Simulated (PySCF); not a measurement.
Computed shifts of a molecule C3H9ClOSi, KT2/pcSseg-1 (PySCF), GIAO, gas phase, atoms alike by connectivity averaged where their shifts nearly agree, in ppm (number of nuclei): ¹³C: 69.2 (1), 35.4 (1), 17.0 (1). ²⁹Si: 0.0 (1). ¹H: 5.79 (1), 5.40 (1), 4.26 (1), 3.56 (1), 2.21 (1), 2.02 (1), 1.93 (1), 1.20 (1), -0.66 (1). References: ¹⁷O against H2O (σ = 330.4 ppm); ¹³C against TMS (σ = 185.1 ppm); ²⁹Si against TMS (σ = 361.9 ppm); ³⁵Cl against HCl (σ = 945.4 ppm); ¹H against TMS (σ = 31.47 ppm), references at their B3LYP-D3(BJ)/def2-TZVP geometries, non-relativistic (without spin–orbit terms, shifts of atoms bonded to Cl or Br come out too high). Coordinates come from a ωB97X-D3(BJ)/def2-SVP optimisation. The values are those of a single conformer.

Pick the molecule that these values belong to.
A) OCCC[SiH2]Cl
B) C[C@H](Cl)C[SiH2]O
C) CC(C)(O)[SiH2]Cl
D) CO[SiH2]CCCl

A, OCCC[SiH2]Cl
